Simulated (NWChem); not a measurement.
CH3ISe; SMILES C[Se]I

Program: NWChem. Structure relaxed at the PBE0/def2-SVP level. Not confirmed as a minimum by frequencies. def2 effective core potentials on I; no spin-orbit coupling. Ions are spin-unrestricted doublets at the neutral geometry; other ion states weren't tried.

For level CAM-B3LYP/def2-SVP:

```
Item                                   Value
-------------------------------------  -----
vertical ionisation energy, ΔSCF (eV)   8.57
−ε(HOMO) (eV)                           7.53
```

What are these values for level PBE/def2-SVP?

The vertical ionisation energy, ΔSCF (eV) is 8.20 and the −ε(HOMO) (eV) is 5.12.
